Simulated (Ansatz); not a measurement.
`[F][GeH2][O][SiH3]` + `N=CCF` → `FC/C=N\[SiH3]` + `[OH][GeH2][F]`  (ligand exchange at the Si–O bond)

Gas-phase electronic energies from Ansatz, PBE0-D4/def2-TZVP geometries. CCSD(T)/CBS adds triple-zeta CCSD(T) − MP2 to the extrapolated MP2 energy (def2 sets, frozen cores). DFT in def2-TZVPP. B3LYP here is the variant with VWN-RPA as its local correlation; programs differ in this. For Ge outer-core shells are correlated without core-valence functions, which leaves a few kJ/mol of doubt a bond. Scalar relativity is left out up to krypton. Each species was taken in one conformer, which may not be the lowest.

`[F][GeH2][O][SiH3]`:

Cartesian coordinates in Å:
```
F -0.138 0.038 -2.364
Ge -1.219 -0.110 -1.014
O -0.235 -0.579 0.358
Si 1.098 0.023 1.104
H -2.177 -1.262 -1.314
H -1.823 1.280 -0.792
H 2.333 -0.517 0.482
H 1.118 1.509 1.010
H 1.043 -0.382 2.530
```

`N=CCF`:

Z-matrix (Å, degrees):
```
C
C 1 1.497
F 1 1.373 2 111.2
H 1 1.096 2 110.1 3 -120.4
H 1 1.096 2 110.1 3 120.4
N 2 1.259 1 126.7 3 0.0
H 2 1.095 1 114.4 3 179.9
H 6 1.023 2 110.0 1 -0.0
```

`FC/C=N\[SiH3]`:

Z-matrix (Å, degrees):
```
C
C 1 1.500
F 1 1.371 2 112.1
H 1 1.097 2 109.5 3 120.9
H 1 1.097 2 109.5 3 -120.9
N 2 1.252 1 128.4 3 0.0
H 2 1.103 1 111.9 3 -180.0
Si 6 1.746 2 131.5 1 -0.0
H 8 1.484 6 106.3 2 180.0
H 8 1.486 6 111.8 2 62.2
H 8 1.486 6 111.8 2 -62.3
```

`[OH][GeH2][F]`:

```xyz
6

O     0.281   -0.463    1.266
Ge   -0.255    0.245   -0.254
F     1.155    0.823   -1.091
H     0.804   -1.261    1.155
H    -0.876   -0.799   -1.190
H    -1.109    1.455    0.115
```

```
             level  ΔE (kJ/mol)  difference from CCSD(T)/CBS
            PBE-D4         61.8                        -13.5
         r2SCAN-D4         69.3                         -6.0
           PBE0-D4         67.3                         -8.0
          B3LYP-D4         70.8                         -4.5
           ωB97X-V         72.8                         -2.5
           ωB97M-V         71.4                         -3.9
            B2PLYP         74.4                         -0.9
               PBE         63.3                        -12.0
            r2SCAN         69.8                         -5.5
              PBE0         68.5                         -6.8
             B3LYP         73.2                         -2.1
     HF/def2-TZVPP         88.2                         12.9
    MP2/def2-TZVPP         74.0                         -1.3
SCS-MP2/def2-TZVPP         77.7                          2.4
   CCSD/def2-TZVPP         79.1                          3.8
CCSD(T)/def2-TZVPP         76.7                          1.4
     HF/def2-QZVPP         89.4                         14.1
    MP2/def2-QZVPP         73.6                         -1.7
SCS-MP2/def2-QZVPP         77.4                          2.1
      HF/CBS(def2)         89.6                         14.3
     MP2/CBS(def2)         72.6                         -2.7
    CCSD/CBS(def2)         77.7                          2.4
       CCSD(T)/CBS         75.3                            0
```

Largest T1 diagnostic among the species: 0.013.

From PBE to PBE0 (25 % exact exchange), in def2-TZVPP and without D4, ΔE moves by +5.2 kJ/mol. In def2-TZVPP, CCSD(T) changes the Hartree–Fock value by −11.5 kJ/mol (the triples alone add −2.4 kJ/mol) and MP2 by −14.2 kJ/mol.
